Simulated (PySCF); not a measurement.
NMR data simulated for an unnamed compound:

1H NMR (500 MHz, computed): δ 3.58 (q, 2H), 1.25 (t, 3H), 0.07 (s, 9H).

13C{1H} NMR (computed): δ 60.9 (CH2), 21.2 (CH3), -1.6 (CH3).

Theory: shieldings: GIAO B3LYP/pcSseg-1, structure optimised with PBE0-D3(BJ)/def2-SVP, in PySCF 2.14 (one computed conformer, relativity neglected, averaged over atoms made equivalent by symmetry, fast rotation or ring inversion, in vacuum).

δ = σ(ref) − σ, references computed at the same level: 1H (σref 31.38) and 13C (σref 179.24) vs TMS.

Which of these does the molecule contain: a non-aromatic C=C double bond, a Si–CH3 group, an OH group, a carboxylic acid, a CH3CH2 unit?

## Answers


- A non-aromatic C=C double bond: no.
- A Si–CH3 group: yes (δC -1.6; δH 0.07 (s)).
- An OH group: no.
- A carboxylic acid: no.
- A CH3CH2 unit: yes (δC 21.2, 60.9; δH 1.25 (t), 3.58 (q)).

The data belong to SMILES CCO[Si](C)(C)C, C$_{5}$H$_{14}$OSi; they needn't prove each group on their own.

Carbon signals by region: 1 at 50–100 ppm, 2 below 50 ppm.

Shifts are as computed. Against solution values, carbons near 30 ppm lie about +2 ppm off and those near 130 ppm about +6 ppm. Of 1211 compounds with measured shifts, 218 miss one by over three times the rms of a fit or turn the order of signals round; such compounds aren't used in these exercises. Multiplicities follow the n + 1 count of equivalent neighbours, as no J values were calculated; m marks all less simple cases, F and P coupling included.
